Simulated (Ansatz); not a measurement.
C2H5BrOSi can be A, `O[Si]1(Br)CC1`, or B, `BrC1CO[SiH2]1`.

Gas-phase electronic energies from Ansatz, PBE0-D4/def2-TZVP geometries. CBS: MP2 limit from def2 TZ/QZ plus the TZ coupled-cluster correction, frozen cores. Functionals use def2-TZVPP. B3LYP here is the variant with VWN-RPA as its local correlation; programs differ in this. For Br outer-core shells are correlated without core-valence functions, which leaves a few kJ/mol of doubt a bond. Scalar relativity is left out up to krypton. One conformer a species, not always the lowest.

Task: Which isomer does CCSD(T)/CBS put lower? Give the gap. (An estimate is asked.)

Result: Ansatz gave: A, by 38.3 kcal/mol.

Task: Give E(B) − E(A) in kcal/mol with r2SCAN-D4, CCSD/def2-TZVPP, HF/def2-TZVPP, ωB97M-V, B3LYP-D4, B3LYP, B2PLYP. (Estimate.)

Result: Computed: r2SCAN-D4 40.7, CCSD/def2-TZVPP 36.7, HF/def2-TZVPP 35.6, ωB97M-V 38.5, B3LYP-D4 37.2, B3LYP 37.6, B2PLYP 37.8. None reverses the order clearly.

Largest T1 diagnostic: 0.010.

In def2-TZVPP, CCSD(T) changes the Hartree–Fock value by +1.0 kcal/mol (the triples alone add −0.1 kcal/mol) and MP2 by +3.5 kcal/mol.
